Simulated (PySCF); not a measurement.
This PySCF input asks for the NMR shieldings of SMILES C(NC)[Si@@H]([SiH3])[SiH2]C, C3H15NSi3; the geometry comes from GFN2-xTB.

```python
import basis_set_exchange as bse
import numpy as np
from pyscf import gto, dft
from pyscf.prop import nmr

atoms = """
C     2.541075   -1.765938    0.037005
N     1.487154   -0.918445    0.557564
C     1.286134    0.295003   -0.214875
Si   -0.198418    1.256374    0.528318
Si   -0.835805    2.896918   -0.988078
Si   -1.726829   -0.376899    1.171840
C    -2.181789   -1.425495   -0.346246
H     3.516141   -1.258312   -0.031913
H     2.646268   -2.641992    0.675836
H     2.259470   -2.095937   -0.964180
H     1.706208   -0.666456    1.517278
H     2.199995    0.910070   -0.274051
H     1.055473   -0.008811   -1.240523
H     0.364625    1.916808    1.733214
H    -1.319812    2.320838   -2.249005
H     0.211893    3.848151   -1.375246
H    -1.938615    3.704849   -0.461401
H    -1.295890   -1.291086    2.238794
H    -2.969240    0.244494    1.669111
H    -2.590673   -0.809524   -1.142729
H    -2.922354   -2.181675   -0.104572
H    -1.305419   -1.933550   -0.736990
"""
names = dict.fromkeys(["C", "N", "Si", "H"], "pcSseg-1")
basis = {el: gto.basis.parse(bse.get_basis(n, elements=[el], fmt="nwchem")) for el, n in names.items()}
mol = gto.M(atom=atoms, basis=basis, charge=0, verbose=0)
mf = dft.RKS(mol, xc="PBE0")
mf.grids.level = 2
mf.grids.alignment = dft.numint.BLKSIZE   # the property module wants whole blocks of grid points
mf.conv_tol = 1e-9
mf.kernel()

calc = nmr.RKS(mf)   # GIAO
C = mf.mo_coeff
Co = C[:, mf.mo_occ > 0]
resp = mf.gen_response(singlet=True, hermi=2)
def vind(x):   # induced exchange potential for any number of trial vectors
    d = np.einsum("pi,xij,qj->xpq", C, 2 * x.reshape(-1, C.shape[1], Co.shape[1]), Co, optimize=True)
    return np.einsum("xpq,pi,qj->xij", resp(d - d.transpose(0, 2, 1)), C, Co, optimize=True).ravel()
mo1, _ = nmr.rhf.solve_mo1(calc, with_cphf=vind)
sigma = calc.kernel(mo1)
for i, s in enumerate(sigma):   # ppm
    w = np.linalg.eigvalsh((s + s.T) / 2)
    print("%2d %-2s iso %8.1f  s11 %8.1f  s22 %8.1f  s33 %8.1f" % (i, mol.atom_pure_symbol(i), w.mean(), *w))
```

Problem. What does it print?

Solution. 
```
 0 C  iso    142.5  s11    116.4  s22    125.7  s33    185.5
 1 N  iso    216.5  s11    185.1  s22    219.4  s33    244.9
 2 C  iso    147.6  s11    119.6  s22    133.6  s33    189.6
 3 Si iso    429.3  s11    382.2  s22    421.8  s33    483.8
 4 Si iso    468.4  s11    453.8  s22    464.1  s33    487.2
 5 Si iso    425.8  s11    400.8  s22    407.2  s33    469.5
 6 C  iso    197.3  s11    191.0  s22    199.2  s33    201.5
 7 H  iso     29.1  s11     24.9  s22     26.5  s33     36.0
 8 H  iso     28.7  s11     23.9  s22     26.2  s33     36.0
 9 H  iso     29.3  s11     25.0  s22     27.7  s33     35.1
10 H  iso     31.7  s11     22.9  s22     33.1  s33     39.2
11 H  iso     29.2  s11     24.5  s22     28.4  s33     34.5
12 H  iso     29.8  s11     26.4  s22     29.7  s33     33.2
13 H  iso     27.8  s11     24.6  s22     25.7  s33     33.1
14 H  iso     28.3  s11     24.6  s22     26.9  s33     33.3
15 H  iso     28.2  s11     24.5  s22     25.9  s33     34.2
16 H  iso     28.3  s11     24.6  s22     25.9  s33     34.4
17 H  iso     27.5  s11     24.2  s22     25.7  s33     32.7
18 H  iso     27.9  s11     24.5  s22     25.6  s33     33.5
19 H  iso     31.8  s11     26.7  s22     30.1  s33     38.7
20 H  iso     31.4  s11     26.3  s22     27.7  s33     40.2
21 H  iso     31.4  s11     25.7  s22     30.7  s33     37.9
```

These numbers come from an equivalent density-fitted implementation of the same equations, which agrees with the script to about 0.01 ppm for H and up to a few tenths of a ppm for heavy atoms, so last digits may differ.

Size and cost of the density-fitted run: 215 basis functions, 70 s wall time on 1 thread of an Arm Neoverse N1, shared host; peak memory 1 GiB.
